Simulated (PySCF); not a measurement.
**Property card for `[Si@H]1(OC)N[SiH2][C@H](C#N)C1`**

Compound: C4H10N2OSi2.
Cartesian coordinates in Å at the PBE0-D3(BJ)/def2-SVP level; atoms count from 1:
```
atom  x, y, z in Å
C1     3.0275    0.9109   -0.0572
O2     1.9060    0.2639   -0.5869
Si3    0.8569   -0.6918    0.2807
C4    -0.5416   -1.1706   -0.8748
C5    -1.5880   -0.0317   -0.7996
C6    -2.8797   -0.3793   -1.3582
N7    -3.9222   -0.6719   -1.7718
Si8   -1.6949    0.5410    1.0309
N9    -0.0563    0.1693    1.4861
H10    2.7439    1.7027    0.6603
H11    3.5894    1.3832   -0.8773
H12    3.7094    0.2087    0.4589
H13    1.6385   -1.8038    0.8975
H14   -0.9872   -2.1153   -0.5210
H15   -0.2026   -1.3357   -1.9090
H16   -1.2066    0.8435   -1.3556
H17   -2.0415    1.9903    1.1234
H18   -2.7223   -0.2406    1.7828
H19    0.3138    0.3905    2.4039
```

Some functional groups and rings: nitrile, Si–H bond and C–Si bond.

PBE0-D3(BJ)/def2-SVP geometry optimisation, gas phase (PySCF):

| Item | Value |
| --- | --- |
| Point group | C1 |
| Rotational constants A, B, C | 2.307, 0.702, 0.609 GHz |

CAM-B3LYP/def2-SVPD ground state, ΔSCF and vertical TDDFT (core frozen in the response) (PySCF):

| Property | Result |
| --- | --- |
| Dipole moment | 5.76 D |
| HOMO energy | -9.36 eV |
| LUMO energy | 0.65 eV |
| HOMO–LUMO gap | 10.01 eV |
| Lowest singlet excitation | 6.68 eV (186 nm, f = 0.015) |
| Strongest line among the 10 lowest singlet transitions | S1 at 6.68 eV (186 nm, f = 0.015) |
| Lowest triplet excitation (Tamm–Dancoff) | 6.20 eV |
| Static isotropic polarisability | 108.4 au |
| Vertical ionisation energy | 9.98 eV |
| Electronic spatial extent ⟨r²⟩ about the centre of nuclear charge | 1915 bohr² |

PBE0/pcSseg-1 ground state and GIAO shieldings, non-relativistic (PySCF):

| Item | Value |
| --- | --- |
| Lowest Hirshfeld atomic charge | -0.33 e on N9 |
| Highest Hirshfeld atomic charge | +0.44 e on Si3 |
| 13C chemical shifts (computed TMS as zero) by class | 125.7 (C6), 51.3 (C1), 14.9 (C4), 7.6 (C5) ppm |
| 1H chemical shifts (computed TMS as zero) by class | 5.02 (H13), 4.96 (H17), 4.82 (H18), 3.59 (H10/H11/H12), 2.04 (H16), 1.46 (H15), 0.90 (H19), 0.73 (H14) ppm |
| Isotropic shieldings of nuclei other than C and H, by class | -36 (N7), 231 (N9), 287 (O2), 358 (Si3), 369 (Si8) ppm |
| Mayer bond orders between heavy atoms | C1–O2 0.91, O2–Si3 0.99, Si3–C4 0.90, C4–C5 1.00, C5–C6 1.02, C6–N7 3.05, C5–Si8 0.81, Si8–N9 0.98, N9–Si3 0.94 |

Monoisotopic mass (most abundant isotopes): 158.0332 u.

No computed singlet falls in the visible range (750 to 380 nm, 1.65 to 3.26 eV); S1 lies 3.42 eV above its blue end. The vertical singlet–triplet gap S1 − T1 is 0.48 eV (TDDFT singlet less Tamm–Dancoff triplet). The rotational constants make it an asymmetric top with κ = (2B − A − C)/(A − C) = -0.89, nearer the prolate limit (−1). In wavenumbers S1 is 53900 cm⁻¹ (1 eV = 8065.54 cm⁻¹). The principal polarisabilities are 91.1, 101.3 and 132.7 au; their mean is the isotropic value. S1 lies 3.33 eV below the HOMO–LUMO gap; its leading configuration is HOMO→LUMO, weight 0.83. With B = h/(8π²I), that is 505.379 GHz u Å² over I, the principal moments of inertia are 219.0, 720.3 and 830.4 u Å² (most abundant isotopes); the inertial defect Ic − Ia − Ib is -108.9 u Å² (zero for a rigid planar frame, negative otherwise).

 NMR classes are plain means over equivalent atoms (diastereotopic ones count apart unless rotation or inversion swaps them), as if these changed places fast; in this geometry the members of some classes differ.

One conformer stands for the species.
